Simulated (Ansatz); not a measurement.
Ansatz results at the PBE0-D4/def2-TZVP geometry: HOMO energy (B3LYP/def2-TZVPP) -8.24 eV; HOMO–LUMO gap (ωB97M-V/def2-TZVPP) 14.07 eV; HOMO energy (ωB97M-V/def2-TZVPP) -10.94 eV.

Each molecule was computed in one conformer, which needn't be the lowest.

Q: Which molecule gave them?
A. `CC(O)(F)C=O`
B. `C[Si](S)(Cl)C=O`
C. `COC1(F)CO1`
D. `FB1OC=CO1`

A: C. The others give `C[Si](S)(Cl)C=O`: -6.88, 9.73, -9.33; `CC(O)(F)C=O`: -8.09, 11.40, -10.68; `FB1OC=CO1`: -7.00, 11.63, -9.45.

B3LYP here is the variant with VWN-RPA as its local correlation; programs differ in this.
